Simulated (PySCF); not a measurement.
B(SiH3)3 (BH9Si3), SMILES [SiH3]B([SiH3])[SiH3].

The structure is a stationary point at PBE0-D3(BJ)/def2-SVP.

All values below come from PBE/def2-TZVP (PySCF).

Symmetry labels are those of the subgroup Cs that the program uses (full group Cs).

Computed valence orbital energies around the gap with their symmetry:
| orbital | symmetry | energy (eV) |
|---|---|---|
| HOMO−7 | A' | -8.89 |
| HOMO−6 | A" | -8.78 |
| HOMO−5 | A' | -8.75 |
| HOMO−4 | A" | -8.47 |
| HOMO−3 | A' | -8.46 |
| HOMO−2 | A" | -8.20 |
| HOMO−1 | A" | -6.88 |
| HOMO | A' | -6.85 |
| LUMO | A' | -4.06 |
| LUMO+1 | A' | -0.39 |
| LUMO+2 | A' | -0.25 |
| LUMO+3 | A" | -0.19 |
